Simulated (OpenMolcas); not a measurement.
AlCNClOF (SMILES O=C=[N][Al]([F])[Cl]): the HOMO–LUMO gap, rung by rung

The species is AlCNClOF (6 atoms), meant as a singlet with charge 0. As SMILES, `O=C=[N][Al]([F])[Cl]`. The coordinates come from a PBE0-D4/def2-TZVP relaxation. This is one conformer, not always the lowest.

Quantity: the HOMO–LUMO gap, in eV. The values are calculated.

```json
{"level": "BLYP/cc-pVDZ", "kind": "GGA", "program": "OpenMolcas", "value (eV)": "5.57", "CPU time": "41 s"}
{"level": "revPBE/cc-pVDZ", "kind": "GGA", "program": "OpenMolcas", "value (eV)": "5.72", "CPU time": "40 s"}
{"level": "TPSS/cc-pVDZ", "kind": "meta-GGA", "program": "OpenMolcas", "value (eV)": "5.92", "CPU time": "57 s"}
{"level": "r2SCAN/cc-pVDZ", "kind": "meta-GGA", "program": "OpenMolcas", "value (eV)": "6.43", "CPU time": "51 s"}
{"level": "B3LYP/cc-pVDZ", "kind": "global hybrid", "program": "OpenMolcas", "value (eV)": "7.44", "CPU time": "40 s"}
{"level": "BHLYP/cc-pVDZ", "kind": "global hybrid", "program": "OpenMolcas", "value (eV)": "10.11", "CPU time": "39 s"}
{"level": "M06-2X/cc-pVDZ", "kind": "hybrid meta-GGA", "program": "OpenMolcas", "value (eV)": "9.90", "CPU time": "52 s"}
{"level": "B2PLYP/cc-pVDZ", "kind": "double hybrid", "program": "OpenMolcas", "value (eV)": "10.35", "CPU time": "31 s"}
```

The values span 5.57 to 10.35 eV. Orbital gaps aren't excitation energies, and those of double hybrids come from the SCF part alone; they tend to grow with the share of exact exchange. CPU times are rough (shared hosts, several kinds of processor): they show what a rung costs within a factor of a few.
